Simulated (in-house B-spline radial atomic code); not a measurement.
A fraction x of an electron is removed from 4p in Kr⁴⁺, starting from [Ar] 3d10 4s2 4p2 and keeping the highest spin. Method: non-relativistic M06-2X, spin-polarised, spherical fractional occupations, point nucleus. Calculated with a radial B-spline atomic code at the basis-set limit.

Caution: exact exchange at fractional occupations of open shells leaves self-interaction of up to several eV.

```
   x  E(x) - E(0) (eV)  4p up level (eV)
   0            0.0000           -58.667
0.08            4.7287           -59.551
0.16            9.5281           -60.435
0.37           22.4631           -62.754
0.39           23.7204           -62.975
 0.5           30.7143           -64.186
0.56           34.5852           -64.844
0.68           42.4452           -66.155
0.83           52.4903           -67.776
   1           64.1664           -69.582
```

The exact functional would give a straight line between the two integer points. Deviations E(x) - E(0) - x[E(1) - E(0)], in eV: -0.405 at x = 0.08, -0.739 at x = 0.16, -1.278 at x = 0.37, -1.304 at x = 0.39, -1.369 at x = 0.5, -1.348 at x = 0.56, -1.188 at x = 0.68, -0.768 at x = 0.83.

The curve lies below the straight line by up to 1.369 eV (at x = 0.5): convex, the delocalisation error, to which spherically averaged exact exchange adds.

Problem. How well does Slater's transition state (minus the level at half occupation) give the ionisation energy?

Solution. It gives 64.186 eV against 64.166 eV from the two total energies; NIST lists 64.69 eV, ground level to ground level. The end point has an open shell averaged over its orbitals, so its exact exchange keeps a self-interaction and this is no true integer point.
